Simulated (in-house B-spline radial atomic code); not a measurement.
The numbers below are computed, except where a source is named.
**Building a PAW d channel for Mo, r_c = 1.58 bohr**

Mo, [Kr] 4d5 5s1, non-relativistic LDA (VWN5), spherical and spin-unpolarised, from an all-electron radial atomic-structure program (B-spline basis) (atomic units; all potentials screened as in the neutral atom).

Two all-electron partial waves φ1, φ2 are integrated outwards at E1 = ε(4d) = -0.153346 and E2 = E1 + 0.5 hartree; φ1 is the bound orbital and φ2 has unit norm inside r_c = 1.5774 bohr. Smooth partners are polynomials, r^3(a0 + a1 r² + a2 r⁴ + a3 r⁶), matched to φ and three derivatives at r_c, with no condition on the norm. The local potential is -13.5263 + (12.871) r² + (-5.16006) r⁴ + (0.769326) r⁶ inside 1.2915 bohr and the all-electron one outside.

```tsv
wave	φ(r_c)	φ'(r_c)	a0	a1	a2	a3
1	0.7261207	-0.1570288	1.207749	-0.8402989	0.2297617	-0.02300588
2	0.8906472	-1.071034	2.138404	-1.585171	0.4376571	-0.04393818
```

Inside r_c the overlaps are <φi φj> = [[0.41112, 0.63784], [0.63784, 1.00000]] and, for the smooth waves, [[0.35444, 0.53573], [0.53573, 0.81661]]. With χj = (Ej − T − V_local) applied to smooth wave j, the program's quadrature gives the matrix B_ij = <smooth i, χj> as [[0.06328, 0.07502], [0.12608, 0.16519]].

Task: Check the match of the first wave, and find the augmentation charges q_ij.

Result: At r_c the four terms are 4.74026, -8.20622, 5.58304, -1.39096, which sum to 0.7261, φ1(r_c) to rounding. q_ij is the all-electron overlap less the smooth one: [[0.05668, 0.10212], [0.10212, 0.18339]]. The smooth first wave has a norm of 0.3544 inside r_c against 0.4111, and q11 > 0 puts back the missing charge.

Task: B isn't symmetric. Show that D_ij = B_ij + Ej q_ij is.

Result: Integrating by parts gives B12 − B21 = (E1 − E2) q12: 0.07502 − (0.12608) = -0.05106, and −0.5 × (0.10212) = -0.05106. So D12 = 0.07502 + (0.346654)(0.10212) = 0.11042 and D21 = 0.12608 + (-0.153346)(0.10212) = 0.11042; D11 = 0.05459, D22 = 0.22876. The projectors, p = (B⁻¹)ᵀ χ, are dual to the smooth waves; det B = 0.00099, small beside B11 B22, as the two smooth waves look alike inside r_c.

Solving (T + V_local + Σ p D p) ψ = E (1 + Σ p q p) ψ in a sphere of 9 bohr, whose wall lifts the free-atom level a little, gives these levels:

```tsv
all-electron	one projector	two projectors
-0.153246	-0.153246	-0.153246
0.120510	0.119845	0.120510
0.419175	0.412830	0.419176
0.865655	0.827831	0.865654
1.452160	1.285700	1.452150
```

Task: What does the second projector gain?

Result: With one projector the errors are 0.00, -0.67, -6.35, -37.82, -166.46 millihartree. With two the errors are 0.00, 0.00, 0.00, 0.00, -0.01 millihartree. The scattering is exact at E1 and at E2 = 0.347, and over all levels compared the largest error is under 0.01 millihartree. The lowest eigenvalue of the overlap operator is 1 with one and 0.9517 with two projectors. The smooth orbital alone needs a cutoff of 18.7 hartree for 1 millihartree of kinetic energy, against 21.3 for a norm-conserving Troullier-Martins orbital of the same radius.
